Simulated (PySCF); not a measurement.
**C (carbon, neutral) across methods**

[He] 2s2 2p2, high-spin 3P determinant. Computed with PySCF 2.14 in aug-cc-pVDZ (4s3p2d, 23 functions), with the non-relativistic Hamiltonian (point nucleus).

| method | E (hartree) | mean ε 2s α (eV) | mean ε 2s β (eV) | mean ε 2p α (eV) | Σ⟨r²⟩ (bohr²) | ⟨S²⟩ |
| --- | --- | --- | --- | --- | --- | --- |
| PBE | -37.7911 | -14.487 | -11.939 | -6.093 | 14.26 | 2.003 |
| wB97M-V | -37.8412 | -18.946 | -16.059 | -9.802 | 14.30 | 2.002 |
| UHF | -37.68776 | -22.596 | -15.957 | -11.924 | 13.86 | 2.010 |
| TPSSh | -37.8574 | -15.780 | -12.530 | -6.876 | 14.01 | 2.004 |
| wB97X-V | -37.8421 | -19.350 | -16.063 | -10.080 | 14.12 | 2.003 |
| PBE0 | -37.8008 | -16.653 | -13.285 | -7.649 | 14.05 | 2.004 |
| revPBE | -37.8411 | -14.497 | -11.936 | -6.069 | 14.25 | 2.003 |
| r2SCAN | -37.8278 | -15.280 | -11.998 | -6.576 | 13.99 | 2.006 |
| LDA | -37.4604 | -14.400 | -11.896 | -6.109 | 14.33 | 2.002 |
